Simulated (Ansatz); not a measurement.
`[CH3][Mo]([CH3])(=[S])=[S]` + NH₃ → `[CH3][Mo]([NH2])(=[S])=[S]` + CH₄ at 500 K and 1 bar (ligand exchange at a Mo–C bond).

Gas-phase electronic energies from Ansatz, PBE0-D4/def2-TZVP geometries. CBS: MP2 limit from def2 TZ/QZ plus the TZ coupled-cluster correction, frozen cores. This one scheme is used for every species. Elements past krypton have def2 core potentials. For Mo outer-core shells are correlated without core-valence functions, which leaves a few kJ/mol of doubt a bond. Each species was taken in one conformer, which may not be the lowest.

| species | CCSD(T)/CBS energy (Eh) | H − E (kJ/mol) | S (J/(mol·K)) |
| --- | --- | --- | --- |
| `[CH3][Mo]([CH3])(=[S])=[S]` | -943.47474 | 248.1 | 455.1 |
| NH₃ | -56.50880 | 108.2 | 211.8 |
| `[CH3][Mo]([NH2])(=[S])=[S]` | -959.56113 | 222.0 | 440.4 |
| CH₄ | -40.46206 | 135.6 | 206.8 |

H − E and S are ideal-gas, rigid-rotor, harmonic terms from PBE0-D4/def2-TZVP, for one conformer and one mirror image of each species. 1 Eh = 2625.50 kJ/mol, R = 8.31446 J/(mol·K).

Question: By hand: ΔE, ΔH, ΔS and ΔG.

Answer: ΔE = (-959.56113) + (-40.46206) − (-943.47474) − (-56.50880) = -0.03965 Eh = -104.1 kJ/mol. Δ(H − E) = 222.0 + 135.6 − 248.1 − 108.2 = 1.3, so ΔH = -102.8 kJ/mol. ΔS = 440.4 + 206.8 − 455.1 − 211.8 = -19.7 J/(mol·K). ΔG = -102.8 − 500 × (-19.7)/1000 = -93.0 kJ/mol.

Question: By hand: the equilibrium constant, and the temperature at which ΔG would vanish if ΔH and ΔS stayed fixed.

Answer: log₁₀ K = −ΔG/(RT ln 10) = 9.7. ΔG = 0 at ΔH/ΔS = 5218 K, far beyond where these terms or the molecules hold.

ΔH outweighs TΔS. A doubt of 5 kJ/mol in ΔE shifts log₁₀ K by 0.5 here. Other conformers and mirror images would add mixing entropy, several J/(mol·K) or more a flexible species. These are equilibria of isolated gas molecules and say nothing of rates. Largest T1 diagnostic: 0.026 (customary marks: 0.02 for closed shells, 0.045 for open ones).
